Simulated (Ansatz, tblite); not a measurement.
Forces on the cluster Zn₆O₅ at its r2SCAN-D4/def2-SVP geometry. Total charge 0; singlet.

The xTB rows come from tblite. Another isomer (singlet) lies 0.56 eV lower at PBE0-D4/def2-TZVP; other spin states weren't run for this one.

GFN1-xTB (tblite), largest force 0.55 eV/Å:

```xyz
11
positions Å, forces eV/Å
Zn    0.623   -2.162    1.823    0.045   -0.169    0.118
Zn   -0.449    0.685   -2.004   -0.114    0.172   -0.505
Zn    0.099   -2.072   -1.036   -0.008   -0.177   -0.172
Zn   -1.008    1.665   -4.367    0.115   -0.199    0.485
Zn   -0.212    2.224    0.526   -0.036    0.249   -0.010
Zn    0.428    0.520    2.799    0.029    0.053    0.201
O    -0.523    2.277   -1.204    0.052   -0.229    0.125
O     0.099    2.165    2.262    0.007   -0.277   -0.189
O     0.748   -1.152    3.266   -0.080    0.121   -0.339
O    -0.287   -1.043   -2.407    0.028    0.125    0.247
O     0.483   -3.106    0.342   -0.037    0.330    0.039
```

GFN2-xTB (tblite), largest force 0.96 eV/Å:

```
Zn 0.069 -0.307 0.146
Zn -0.185 0.296 -0.804
Zn -0.041 -0.106 -0.297
Zn 0.202 -0.312 0.882
Zn -0.066 0.273 -0.160
Zn 0.035 0.146 0.308
O 0.115 -0.586 0.219
O 0.020 -0.553 -0.347
O -0.149 0.222 -0.632
O 0.069 0.283 0.593
O -0.068 0.643 0.092
```

PBE-D4/def2-TZVP (Ansatz), largest force 0.57 eV/Å:

```
Zn 0.014 -0.050 0.034
Zn 0.056 -0.124 0.226
Zn -0.001 -0.049 -0.027
Zn -0.078 0.136 -0.331
Zn -0.006 0.057 0.014
Zn 0.008 0.019 0.057
O -0.111 0.505 -0.247
O -0.003 0.422 0.321
O 0.114 -0.171 0.498
O -0.061 -0.219 -0.520
O 0.067 -0.528 -0.025
```
